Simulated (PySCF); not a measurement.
CLiN, SMILES [Li][C][N] (connectivity only; charge and spin as stated), neutral, multiplicity 1.

Geometry: B3LYP-D3(BJ)/def2-TZVPD.

Two levels are set side by side: TDA-PBE/def2-TZVPD (PySCF) and TDA-PBE0/def2-TZVPD (PySCF). Vertical, same geometry. The lowest singlet is HOMO→LUMO 99 % with PBE and HOMO→LUMO 99 % with the other functional; states are paired by order. Differences are taken from unrounded values.

| quantity | TDA-PBE0 |
|---|---|
| lowest singlet excitation (eV) | 5.42 |
| lowest triplet excitation (TDA) (eV) | 5.23 |
| first bright state (f over 0.05) (eV) | 7.15 |
| its oscillator strength | 0.12 |

### Question
What does TDA-PBE give, and how far is it from TDA-PBE0? (An estimate is asked for; the answer gives what the named calculation found.)

### Answer

| quantity | TDA-PBE | TDA-PBE minus TDA-PBE0 |
|---|---|---|
| lowest singlet excitation (eV) | 4.32 | -1.10 |
| lowest triplet excitation (TDA) (eV) | 4.17 | -1.06 |
| first bright state (f over 0.05) (eV) | 6.47 | -0.67 |
| its oscillator strength | 0.10 | -0.02 |

A lower first singlet is the usual sign of a functional without exact exchange. Differences between two approximate levels are no errors against the true value.

Rough cost on one machine, each run with all the roots and properties that it gave: TDA-PBE0 against TDA-PBE within a factor of 2.
